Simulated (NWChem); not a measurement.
System: SiPH4, doublet; SMILES [SiH3][PH]

NWChem input:

```
start job
memory heap 200 mb stack 700 mb global 900 mb
geometry units angstroms noautosym nocenter noautoz
  Si     0.029537     1.023528     0.001142
  P      0.081550    -1.237278     0.004284
  H     -0.695708     1.534618     1.206922
  H      1.426556     1.550042     0.016294
  H     -0.667664     1.530861    -1.222689
  H     -1.351680    -1.304413    -0.005614
end
basis spherical
  * library 6-31g*
end
dft
  odft
  mult 2
  xc pbe0
  iterations 150
end
property
  hyperfine
end
task dft property
```

Excerpt of the output:

```
             Northwest Computational Chemistry Package (NWChem) 7.3.0
             --------------------------------------------------------

                             Geometry "geometry" -> ""
                             -------------------------

 Output coordinates in angstroms (scale by  1.889725989 to convert to a.u.)

  No.       Tag          Charge          X              Y              Z
 ---- ---------------- ---------- -------------- -------------- --------------
    1 Si                  14.0000     0.02953700     1.02352800     0.00114200
    2 P                   15.0000     0.08155000    -1.23727800     0.00428400
    3 H                    1.0000    -0.69570800     1.53461800     1.20692200
    4 H                    1.0000     1.42655600     1.55004200     0.01629400
    5 H                    1.0000    -0.66766400     1.53086100    -1.22268900
    6 H                    1.0000    -1.35168000    -1.30441300    -0.00561400

 Effective nuclear repulsion energy (a.u.)      81.0436851267

                              NWChem Property Module
                              ----------------------

  itol2e modified to match energy
  convergence criterion.

                                 NWChem DFT Module
                                 -----------------

 Summary of "ao basis" -> "ao basis" (spherical)
 ------------------------------------------------------------------------------
       Tag                 Description            Shells   Functions and Types
 ---------------- ------------------------------  ------  ---------------------
 Si                          6-31g*                  8       18   4s3p1d
 P                           6-31g*                  8       18   4s3p1d
 H                           6-31g*                  2        2   2s

  itol2e modified to match energy
  convergence criterion.

            General Information
            -------------------
          SCF calculation type: DFT
          Wavefunction type:  spin polarized.
          No. of atoms     :     6
          No. of electrons :    33
           Alpha electrons :    17
            Beta electrons :    16
          Charge           :     0
          Spin multiplicity:     2
          Use of symmetry is: off; symmetry adaption is: off
          Maximum number of iterations: 150
          AO basis - number of functions:    44
                     number of shells:    24
          Convergence on energy requested:  1.00D-07
          Convergence on density requested:  1.00D-05
          Convergence on gradient requested:  5.00D-04

              XC Information
              --------------
                         PBE0 Method XC Functional
                     Hartree-Fock (Exact) Exchange  0.250
          PerdewBurkeErnzerhof Exchange Functional  0.750
            Perdew 1991 LDA Correlation Functional  1.000 local
           PerdewBurkeErnz. Correlation Functional  1.000 non-local

             Grid Information
             ----------------
          Grid used for XC integration:  fine
          Radial quadrature: Mura-Knowles
          Angular quadrature: Lebedev.
          Tag              B.-S. Rad. Rad. Pts. Rad. Cut. Ang. Pts.
          ---              ---------- --------- --------- ---------
          Si                  1.10      123           9.0       770
          P                   1.00      123          10.0       770
          H                   0.35       60          10.0       590
          Grid pruning is: on
          Number of quadrature shells:   486
          Spatial weights used:  Erf1

      Superposition of Atomic Density Guess
      -------------------------------------

 Sum of atomic energies:        -631.44036454

      Non-variational initial energy
      ------------------------------

 Total energy =    -631.807813
 1-e energy   =   -1035.173805
 2-e energy   =     322.322307
 HOMO         =      -0.196273
 LUMO         =       0.073776

[...]

          ----------------------
          Hyperfine Interactions
          ----------------------

 Total Spin Density (Fermi Contact Term)
 ------------------ --------------------
     Atom            x         y         z       Density (a.u.)      Aiso(MHz)     Aiso(Gauss)
     1  29-Si     0.05582   1.93419   0.00216      -0.037460         33.291642      11.879266
     2  31-P      0.15411  -2.33812   0.00810       0.070754        128.141657      45.724053
     3   1-H     -1.31470   2.90001   2.28075       0.010355         46.287398      16.516467
     4   1-H      2.69580   2.92915   0.03079      -0.000528         -2.360369      -0.842237
     5   1-H     -1.26170   2.89291  -2.31055       0.010476         46.824951      16.708279
     6   1-H     -2.55430  -2.46498  -0.01061      -0.010367        -46.340613     -16.535455

           -------------------------------------------
           Anisotropic Interaction (Spin-Dipolar Term)
           -------------------------------------------

 ------------------------------------------------------------
     Atom            x         y         z
 ------------------------------------------------------------
     1  29-Si     0.05582   1.93419   0.00216

   Spin-Dipolar term (a.u.)
        xx             yy             zz             xy             xz             yz
 ------------------------------------------------------------------------------------------
       0.023285      -0.026604       0.003318       0.000377       0.000133       0.000072

   Principal Comp. of -hf- tensor (au)            Anisotropic -hfcc- (MHz)               Anisotropic -hfcc- (Gauss)
 --------------------------------------------------------------------------------------------------------------------------
      0.023289    -0.026607     0.003318      -2.470576     2.822534    -0.351958      -0.881561     1.007148    -0.125587

   Orientation of the principal axis of Hyperfine Tensor w.r.t absolute (molecular) frame
 --------------------------------------------------------------------------------------------------------------------------
      0.999949    -0.007554    -0.006722
      0.007570     0.999969     0.002334
      0.006704    -0.002385     0.999975

 ------------------------------------------------------------
     Atom            x         y         z
 ------------------------------------------------------------
     2  31-P      0.15411  -2.33812   0.00810

   Spin-Dipolar term (a.u.)
        xx             yy             zz             xy             xz             yz
 ------------------------------------------------------------------------------------------
      -1.302987      -1.266157       2.569144       0.039253      -0.027190       0.004338

   Principal Comp. of -hf- tensor (au)            Anisotropic -hfcc- (MHz)               Anisotropic -hfcc- (Gauss)
 --------------------------------------------------------------------------------------------------------------------------
     -1.328094    -1.241245     2.569339    -287.112395  -268.337208   555.449603    -102.448669   -95.749227   198.197896

   Orientation of the principal axis of Hyperfine Tensor w.r.t absolute (molecular) frame
 --------------------------------------------------------------------------------------------------------------------------
      0.844436     0.535611    -0.007011
     -0.535618     0.844460     0.001059
      0.006488     0.002861     0.999975

 ------------------------------------------------------------
     Atom            x         y         z
 ------------------------------------------------------------
     3   1-H     -1.31470   2.90001   2.28075

   Spin-Dipolar term (a.u.)
        xx             yy             zz             xy             xz             yz
 ------------------------------------------------------------------------------------------
      -0.003515       0.005194      -0.001679      -0.002526      -0.001464       0.002659

   Principal Comp. of -hf- tensor (au)            Anisotropic -hfcc- (MHz)               Anisotropic -hfcc- (Gauss)
 --------------------------------------------------------------------------------------------------------------------------
     -0.004464     0.006893    -0.002429      -2.381717     3.677973    -1.296255      -0.849855     1.312390    -0.462535

   Orientation of the principal axis of Hyperfine Tensor w.r.t absolute (molecular) frame
 --------------------------------------------------------------------------------------------------------------------------
      0.926409    -0.266069    -0.266409
      0.146900     0.906899    -0.394911
      0.346680     0.326714     0.879245

 ------------------------------------------------------------
     Atom            x         y         z
 ------------------------------------------------------------
     4   1-H      2.69580   2.92915   0.03079

   Spin-Dipolar term (a.u.)
        xx             yy             zz             xy             xz             yz
 ------------------------------------------------------------------------------------------
      -0.001941       0.005054      -0.003114       0.004576       0.000011       0.000036

   Principal Comp. of -hf- tensor (au)            Anisotropic -hfcc- (MHz)               Anisotropic -hfcc- (Gauss)
 --------------------------------------------------------------------------------------------------------------------------
     -0.004203     0.007316    -0.003114      -2.242335     3.903663    -1.661328      -0.800120     1.392922    -0.592802

   Orientation of the principal axis of Hyperfine Tensor w.r.t absolute (molecular) frame
 --------------------------------------------------------------------------------------------------------------------------
      0.896433     0.443125    -0.006997
     -0.443139     0.896453    -0.000532
      0.006037     0.003578     0.999975

[...]
```

Level: PBE0/6-31G* (spherical d), spin-unrestricted, contact and dipolar terms. Geometry: optimised at PBE0/def2-SVP, spin-unrestricted. No stability test was run on the SCF state.
